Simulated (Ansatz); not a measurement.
Geometry optimisation, DFT PBEsol, scalar-relativistic, plane waves, PAW in Ansatz 0.2.0.

The input (input.yaml):

```yaml
crystal:
  lattice:
    - [0.0, 5.43, 5.43]
    - [5.43, 0.0, 5.43]
    - [5.43, 5.43, 0.0]
  atoms:
    - { symbol: Si, position: [0.0, 0.0, 0.0] }
    - { symbol: Si, position: [0.125, 0.125, 0.125] }
    - { symbol: Si, position: [0.0, 0.0, 0.5] }
    - { symbol: Si, position: [0.125, 0.125, 0.625] }
    - { symbol: Si, position: [0.0, 0.5, 0.0] }
    - { symbol: Si, position: [0.125, 0.625, 0.125] }
    - { symbol: Si, position: [0.0, 0.5, 0.5] }
    - { symbol: Si, position: [0.125, 0.625, 0.625] }
    - { symbol: Si, position: [0.5, 0.0, 0.0] }
    - { symbol: Si, position: [0.625, 0.125, 0.125] }
    - { symbol: Si, position: [0.5, 0.0, 0.5] }
    - { symbol: Si, position: [0.625, 0.125, 0.625] }
    - { symbol: Si, position: [0.5, 0.5, 0.0] }
    - { symbol: Si, position: [0.625, 0.625, 0.125] }
    - { symbol: Si, position: [0.5, 0.5, 0.5] }
    - { symbol: Si, position: [0.625, 0.625, 0.625] }
    - { symbol: Ti, position: [0.38015, 0.866295, 0.3669428] }
basis:
  ecutwfc: 420.0
kpoints:
  mp_grid: { grid: [2, 2, 2] }
hamiltonian:
  xc: pbesol
  pseudopotentials: { kind: paw, azcp: { folder: soft_1 } }
scf:
  occupations: { method: fermi_dirac, width: 0.02 }
  lower_state_search: "off"
relax:
  f_tol: 0.08
  max_steps: 25
  adjacent_minimum: "off"
output:
  write_density: true
  write_potential: true
  elf: true
  volumetric_format: npy
```

Launched with:

```bash
$ ansatz run input.yaml --threads 1 --pin off --max-ram 3072MiB --backend cpu --events-out ev --progress --plain --runs-dir out
```

Q: Where does it end, and by what steps?

A: The run converged. The force dipped under the threshold on the way, but the program's further checks kept it going. Limits of this set-up: coarse k mesh, PAW files made for another functional, a small cell, in which the defect meets its images. After 3 steps the energy has fallen by 0.420 eV; Ti17 moved furthest, 0.09 Å.

| step | energy less start (eV) | largest force component (eV/Å) | accepted |
| --- | --- | --- | --- |
| 0 | 0.0000 | 1.517 | yes |
| 1 | -0.3906 | 0.475 | yes |
| 2 | -0.4204 | 0.039 | yes |
| 3 | -0.4204 | 0.039 | yes |

```xyz
17
Lattice="0.0000 5.4300 5.4300 5.4300 0.0000 5.4300 5.4300 5.4300 0.0000" Properties=species:S:1:pos:R:3
Si -0.025 0.017 -0.019
Si 1.352 1.322 1.354
Si 2.753 2.672 -0.043
Si 4.101 4.071 1.356
Si 2.725 0.014 2.729
Si 4.062 1.357 4.071
Si 5.406 2.697 2.732
Si 6.783 4.069 4.036
Si -0.044 2.672 2.757
Si 1.352 4.074 4.107
Si 2.750 5.471 2.755
Si 4.068 6.785 4.070
Si 2.725 2.699 5.414
Si 4.035 4.072 6.787
Si 5.387 5.472 5.387
Si 6.782 6.822 6.789
Ti 6.783 4.071 6.786
```

The run took 29 s on 1 thread of Arm Neoverse V2, on a shared host, peak memory 0.56 GiB.
